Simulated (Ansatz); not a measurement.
CH₂BCl₂InO, SMILES `[Cl][In]([Cl])[CH]1BO1` at its PBE0-D4/def2-TZVP geometry, where that method's forces vanish. The species carries charge 0 and has multiplicity 1. In takes the def2 core potential.

```xyz
8

Cl    2.5524    1.5635    0.8592
In    0.9437   -0.0772    1.1536
Cl    1.0282   -1.1054    3.2290
C    -0.5232   -0.5165   -0.3232
B    -1.0868    0.5025   -1.2889
O    -0.1133   -0.2705   -1.7553
H    -1.0226   -1.4754   -0.1994
H    -1.7785    1.3790   -1.6749
```

Problem. What forces (eV/Å) does ωB97M-V/def2-TZVPP give on these atoms in Ansatz? (Estimate.)

Solution. The calculation gave: 
```
Cl1 -0.028 -0.030  0.005
In2 -0.027 -0.005 -0.047
Cl3 -0.001  0.021 -0.043
C4   0.033 -0.202  0.350
B5  -0.157  0.191 -0.157
O6   0.057  0.038 -0.124
H7   0.026  0.109 -0.041
H8   0.096 -0.123  0.057
```
